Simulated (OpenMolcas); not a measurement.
**Nb3+: effect of the metal basis**

Nb3+ with its 6 nearest chloride ions at 2.529 Å, on the Y site of Cs2NaYCl6 (a = 10.7396 Å, distance in the model lattice 2.619 Å). The rest of the host is ab initio model potentials to 7.6 Å and point charges beyond; the distance is set by hand and nothing relaxes.

- Program: OpenMolcas
- Method: CASSCF
- Spin-orbit coupling: RASSI with atomic mean-field integrals over the reference wave functions

Fixed: ligand basis ANO-RCC-VDZP, active space 2 electrons in 5 orbitals (4d), DKH2 Hamiltonian.

States (labels of O, the rotations of Oh). Energies in cm-1 above the lowest state or level, χT in cm3 K/mol; under a threefold ground state the first gap can be a small split of the lowest multiplet, not the spin-orbit step; 10Dq and B are least-squares fits to the states below 45000 cm-1, weighted by degeneracy, with a free offset, and given where the rms deviation is under 5 % of |10Dq| (or 100 cm-1) and under 700 cm-1.

```csv
Run,Metal basis,Ground state,First state of that spin,10Dq,B (rms of fit),First gap with spin-orbit (degeneracies),χT at 300 K,First state of another spin,Cost
A,ANO-RCC-VDZP,3T1,3T2 17463,18474,620 (197),"24.9 (2, 3)",0.470,1T2 9185,roughly 40 core-seconds
B,ANO-RCC-VTZP,3T1,3T2 16851,17935,621 (161),"25.5 (2, 3)",0.470,1T2 9167,roughly 70 core-seconds
```

Against A, |10Dq| changes by -2.9 % in B.

Costs are those of the RASSCF and RASSI steps.

An orbital triplet at a regular site is open to Jahn-Teller coupling, which can distort the site and quench the lowest spin-orbit gaps and is left out. Without dynamic correlation the repulsion within the d shell is too large (B by tens of per cent), so at a given field states of lower spin stand too high. With metal d orbitals alone the field can be off either way by tens of per cent. Ligand-to-metal charge-transfer states are missing. With no ligand orbital active B as a rule stays too high, so bands that hang on it stand too high and its fall with covalency is understated. The least metal-like active orbital is 79 % on the metal (Löwdin) and no ligand orbital is active, so the numbers are rough (holds for A). The least metal-like active orbital is 80 % on the metal (Löwdin) and no ligand orbital is active, so the numbers are rough (holds for B). No measured value stands beside these numbers; the geometry was set by hand and not optimised.
